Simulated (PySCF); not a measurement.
A GIAO shielding run with PySCF 2.14 (density fitting, non-relativistic, gas phase) on `CS[SiH2]B(O)O`, CH$_{7}$BO$_{2}$SSi:

```
$ OMP_NUM_THREADS=1 python probes_run.py task.json out

{"job": {"kind": "nmr", "xc": "PBE0", "basis": "cc-pVDZ", "pop": true}, "charge": 0, "multiplicity": 1}
C      2.197078    -0.442781    -0.176421
S      1.496980     0.846531     0.908547
Si    -0.273964     1.336125    -0.211806
B     -1.461248    -0.314641    -0.328187
O     -2.679139    -0.441439     0.269081
O     -0.964015    -1.391025    -0.993289
H      2.590758    -0.004062    -1.104407
H      3.025331    -0.904986     0.377097
H      1.449749    -1.210922    -0.418558
H      0.083136     1.881535    -1.561976
H     -0.927782     2.427941     0.579985
H     -2.964102     0.346997     0.739260
H     -1.566006    -2.146479    -0.942707
```

Hardware: 1 thread of an Arm Neoverse V2, shared host. The job also computes population analyses, field gradients.

Problem. How large is the calculation?

Solution. 64 electrons, 127 basis functions and 752 auxiliary functions.

Problem. How long does it take, and how much memory does it need?

Solution. 11 s of wall time, with 12 SCF cycles and 5 response iterations; peak memory 0.69 GiB. Times on a shared host scatter by some tens of per cent.

Problem. And these other runs on the same molecule and hardware: GIAO shielding at B3LYP/pcSseg-1; GIAO shielding at B97-D/pcSseg-1; GIAO shielding at BLYP/pcSseg-1; GIAO shielding at BP86/pcSseg-1; GIAO shielding at HF/pcSseg-1; GIAO shielding at KT2/pcSseg-1?

Solution. B3LYP/pcSseg-1: 151 functions, 12 s; B97-D/pcSseg-1: 151 functions, 16 s; BLYP/pcSseg-1: 151 functions, 17 s; BP86/pcSseg-1: 151 functions, 17 s; HF/pcSseg-1: 151 functions, 6.1 s; KT2/pcSseg-1: 151 functions, 17 s.
